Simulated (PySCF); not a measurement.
Vertical excitations of a molecule CH11NOSi3 from TDA-CAM-B3LYP/def2-SVPD run with PySCF, as energy in eV (oscillator strength): 6.68 (0.028), 6.82 (0.003), 6.96 (0.054), 7.13 (0.004), 7.51 (0.033), 7.72 (0.207). Lowest triplet (TDA): 6.32 eV. Geometry: PBE0-D3(BJ)/def2-SVP. The values are those of a single conformer.

Identify the compound among the candidates.
(A) NC[Si@H]([SiH3])[SiH2]O
(B) CO[Si@@H]([SiH3])N[SiH3]
(C) NC([SiH3])([SiH3])[SiH2]O
(D) N[SiH2]OC([SiH3])[SiH3]

D, N[SiH2]OC([SiH3])[SiH3]
